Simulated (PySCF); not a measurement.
CH₇ClO₂Si₂, SMILES [SiH2](Cl)O[SiH2]CO.

Coordinates come from a B3LYP-D3(BJ)/def2-SVP optimisation. The structure was generated by enumeration, and PubChem lists no compound with its InChIKey, so it may never have been made. The values are those of a single conformer.

Level of theory: PBE/def2-TZVP (PySCF).

Gas-phase values at a fixed geometry.

Computed frontier levels, gap, dipole moment and polarisability:
The highest occupied level comes out as -6.00 eV and the lowest empty level is -0.93 eV. The orbital gap is 5.07 eV. The dipole moment comes out as 0.74 D and the quadrupole, principal values (traceless, Buckingham form, about the centre of nuclear charge) comes out as -6.97, -0.77, 7.74 D·Å. The mean static polarisability is 83.2 bohr³ (12.33 Å³) and the polarisability, principal values comes out as 72.4, 85.4, 91.8 bohr³.
